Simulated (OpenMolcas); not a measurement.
**Sb4+: input and output**

Input:

```
&GATEWAY
Coord
1

Sb 0.0 0.0 0.0
Basis=ANO-RCC-VQZP
Group=XYZ
NoMove
AngMom=0.0 0.0 0.0
AMFI
RX2C
&SEWARD
* reference wave functions (RASSCF and RASSI steps not shown): 1 electron in 4 orbitals (5s 5p)
>>> COPY JOB001 $Project.JobIph
&CASPT2
Multistate=1 1
Frozen=9 9
IPEA=0.4
Shift=0.3
MaxIter=60
WThr=0.0 0.3 0.05
PrWF=0.5
NoMix
>>> COPY JOB002 $Project.JobIph
&CASPT2
Multistate=3 1 2 3
Frozen=9 9
IPEA=0.4
Shift=0.3
MaxIter=60
WThr=0.0 0.3 0.05
PrWF=0.5
NoMix
```

Launched by
```bash
OMP_NUM_THREADS=1 MOLCAS_MEM=2252 MOLCAS_PROJECT=a pymolcas a.inp > a.log  # once for each step of the input, in one work folder
```

Output, cut to the results:

```
--- CASPT2 ---
Orbital specifications:
      -----------------------

      Symmetry species                           1   2
                                                ag  au
      Frozen orbitals                            9   9
      Inactive orbitals                          5   0
      Active orbitals                            1   3
      Secondary orbitals                        36  30
      Deleted orbitals                           0   0
      Number of basis functions                 51  42
Type of calculation                        SS-CASPT2
      Fock operator                              state-specific
      IPEA shift                                 0.40
      Real shift                                 0.30
      Imaginary shift                            0.00
      The input orbitals will be transformed to quasi-canonical
Reference energy:       -6474.6099058254
      E2 (Non-variational):      -0.3851194309
      Shift correction:          -0.0141116347
      E2 (Variational):          -0.3992310656
      Total energy:           -6475.0091368910
      Residual norm:              0.0000005467
      Reference weight:           0.95507
      Contributions to the CASPT2 correlation energy
      Active & Virtual Only:         -0.0000000000
      One Inactive Excited:          -0.0514366380
      Two Inactive Excited:          -0.3336827929
::    CASPT2 Root  1     Total energy:  -6475.00913689
--- CASPT2 ---
Orbital specifications:
      -----------------------

      Symmetry species                           1   2
                                                ag  au
      Frozen orbitals                            9   9
      Inactive orbitals                          5   0
      Active orbitals                            1   3
      Secondary orbitals                        36  30
      Deleted orbitals                           0   0
      Number of basis functions                 51  42
Type of calculation                        MS-CASPT2
      Fock operator                              state-specific
      IPEA shift                                 0.40
      Real shift                                 0.30
      Imaginary shift                            0.00
      The input orbitals will be transformed to quasi-canonical
Reference energy:       -6474.2225926253
      E2 (Non-variational):      -0.3727654898
      Shift correction:          -0.0135882683
      E2 (Variational):          -0.3863537581
      Total energy:           -6474.6089463833
      Residual norm:              0.0000000254
      Reference weight:           0.95667
      Contributions to the CASPT2 correlation energy
      Active & Virtual Only:         -0.0000000000
      One Inactive Excited:          -0.0391308582
      Two Inactive Excited:          -0.3336346315
Reference energy:       -6474.2225926253
      E2 (Non-variational):      -0.3727654898
      Shift correction:          -0.0135882683
      E2 (Variational):          -0.3863537581
      Total energy:           -6474.6089463833
      Residual norm:              0.0000000254
      Reference weight:           0.95667
      Contributions to the CASPT2 correlation energy
      Active & Virtual Only:         -0.0000000000
      One Inactive Excited:          -0.0391308582
      Two Inactive Excited:          -0.3336346315
::    CASPT2 Root  1     Total energy:  -6474.60894638
::    CASPT2 Root  2     Total energy:  -6474.60894638
::    CASPT2 Root  3     Total energy:  -6474.60894638
::    MS-CASPT2 Root  1     Total energy:  -6474.60894638
::    MS-CASPT2 Root  2     Total energy:  -6474.60894638
::    MS-CASPT2 Root  3     Total energy:  -6474.60894638
```

Levels above the lowest, from the spin-orbit matrix with the single-state CASPT2 energies, averaged by term, on its diagonal:

```tsv
Configuration	Term	J	E (cm-1)	Measured (cm-1)	Term weight %
5s	2S	1/2	0.0	0.0	100
5p	2P*	1/2	83002	81566	100
5p	2P*	3/2	90247	90553	100
```

Against the 2 measured excited levels shown (Moore, Atomic Energy Levels, vol. III, NSRDS-NBS 35 (1971 reprint of NBS Circular 467, 1958)) the mean absolute deviation is 870 cm-1; the largest miss in energy is 5p 2P* 1/2: computed 83002, measured 81566 cm-1 (+1.8 %).

With one active electron, CASPT2 adds the correlation within the correlated inactive shells and between them and that electron, and leaves the splitting within a term as the reference gives it. Computed and measured levels are paired by configuration, term and J; levels that our copy of the source lacks, or whose pairing is in doubt (as where it misses far off the trend of its configuration), stay unpaired and out of the deviations. Only configurations of the active space appear.

The CASPT2 steps took 1.4 s on 1 thread of Arm Neoverse V1 (shared host); the integral step is not counted.

The term weight is that of the spin-free term in the level, not the purity of its configuration. * marks odd parity.
